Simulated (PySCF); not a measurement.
Compound: C3H7FO3S.
Geometry (GFN2-xTB, Å), atoms numbered from 1 in this order:
```
atom  x, y, z in Å
C1    -1.5210    0.7119   -0.2456
C2    -1.0604   -0.7012    0.0540
F3    -1.9929   -1.3266    0.8686
C4     0.2854   -0.7348    0.7518
S5     1.5412   -0.1549   -0.4038
O6     2.8360   -0.5728    0.0353
O7     1.1371   -0.4348   -1.7396
O8     1.4771    1.4419   -0.1699
H9    -1.5949    1.2875    0.6743
H10   -2.4980    0.6889   -0.7215
H11   -0.8067    1.1822   -0.9130
H12   -1.0109   -1.2987   -0.8632
H13    0.5677   -1.7457    1.0328
H14    0.3164   -0.0830    1.6196
H15    2.3195    1.7483    0.1710
```

A PySCF run (density fitting, gas phase, GFN2-xTB geometry) gave HOMO -10.87 eV, LUMO 1.16 eV, dipole 3.07 D and E = -842.070 Eh.

Task: Which of these levels was it?
A. BHandHLYP/6-311G**
B. PBE0/def2-SVPD
C. PBE0/pcSseg-1
D. PBE0/MINI

Result: A. It is BHandHLYP/6-311G**. All candidates on this geometry:

| level and settings | kind | basis functions | SCF cycles | E (Eh) | HOMO (eV) | LUMO (eV) | dipole (D) |
| --- | --- | --- | --- | --- | --- | --- | --- |
| PBE0/MINI | global hybrid | 51 | 14 | -835.9998 | -8.53 | 0.00 | 2.34 |
| PBE0/def2-SVPD | global hybrid | 235 | 14 | -841.1505 | -9.42 | -0.17 | 2.78 |
| PBE0/pcSseg-1 | global hybrid | 178 | 14 | -841.5048 | -9.28 | 0.52 | 2.75 |
| BHandHLYP/6-311G** | global hybrid | 194 | 13 | -842.0696 | -10.87 | 1.16 | 3.07 |

The nearest other candidate, by the summed differences of HOMO and LUMO, is PBE0/pcSseg-1: its HOMO differs by +1.59 eV and its LUMO by -0.64 eV. Cycle counts include a coarse-grid stage where the run had one. All basis functions are spherical, in the Pople sets too.
